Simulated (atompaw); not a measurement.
LDA (PW92) PAW (atompaw) dataset for silicon (Si), scalar-relativistic all-electron reference.

- Element: silicon
- Generator: atompaw 4.2.0.5
- Type: PAW
- Functional: LDA (PW92)
- Relativity: scalar-relativistic
- Frozen core: [Ne]
- Valence charge: 4
- Reference configuration: 3s2 3p2
- Partial waves: 3s (bound): rc 1.90 bohr; 3s channel at 2.25 Ry: rc 1.90 bohr; 3p (bound): rc 1.90 bohr; 3p channel at 1.65 Ry: rc 1.90 bohr; 3d channel at 0.05 Ry: rc 1.75 bohr; 3d channel at 2.25 Ry: rc 1.90 bohr
- Local potential: bessel scheme, radius 1.60 bohr
- Core correction: smooth core density matched at 1.25 bohr
- Augmentation charge: sinc compensation charge, radius 1.65 bohr; PAW radius 1.90 bohr; waves and projectors: custom polynom vanderbiltortho

All-electron outer shells of the reference configuration (LDA (PW92), scalar-relativistic, ld1.x):

```json
{"shell": "2s", "level (eV)": "-138.74", "outermost node (bohr)": "0.15", "outermost maximum (bohr)": "0.45"}
{"shell": "2p", "level (eV)": "-95.61", "outermost node (bohr)": "–", "outermost maximum (bohr)": "0.39"}
{"shell": "3s", "level (eV)": "-10.88", "outermost node (bohr)": "0.72", "outermost maximum (bohr)": "1.77"}
{"shell": "3p", "level (eV)": "-4.16", "outermost node (bohr)": "0.72", "outermost maximum (bohr)": "2.14"}
```

(1) Estimate the cutoffs (Ry, on a coarse ladder) from which the occupation-weighted sum of valence levels, in a spherical-Bessel basis at the reference potential, stays within 10 and 1 mRy of its value at 400 Ry.

(2) What does a ghost test show?

(3) Is the overlap operator S = 1 + Σ q|β⟩⟨β| positive definite (Bessel basis up to 400 Ry)?

(4) Which valence shell sets the plane-wave cutoff?

Results:

(1) 10 Ry and 18 Ry.

(2) No extra level below or beside the all-electron valence levels (s, p, d, f tested).

(3) Yes: its lowest eigenvalue is 0.22 (s channel).

(4) 3s: its level needs 15 Ry to come within 1 mRy, against 8 Ry for 3p.
